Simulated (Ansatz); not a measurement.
Ansatz (a quantum-chemistry and plane-wave program) input:

Ansatz 0.2 input:
```yaml
crystal:
  periodic: [false, false, false]
  atoms:
    - {symbol: B, position_ang: [-0.34088553, -0.44803519, -0.00963168]}
    - {symbol: Cl, position_ang: [-1.13164801, 1.04003163, -0.02397928]}
    - {symbol: Br, position_ang: [1.52644182, -0.62084029, -0.01354532]}
basis:
  gaussian:
    orbitals: def2-TZVP
hamiltonian:
  xc: b3lyp
  dispersion: d3bj
magnetization: {spin_polarized: true, initial_magnetization: 1}
relax: {f_tol: 0.002, max_steps: 150}
```

**Question.** Which total energy does the run end on?

**Answer.** -3059.27318 Eh (B3LYP-D3(BJ)/def2-TZVP). The basis has 116 functions.

It need not be the lowest isomer of its formula.
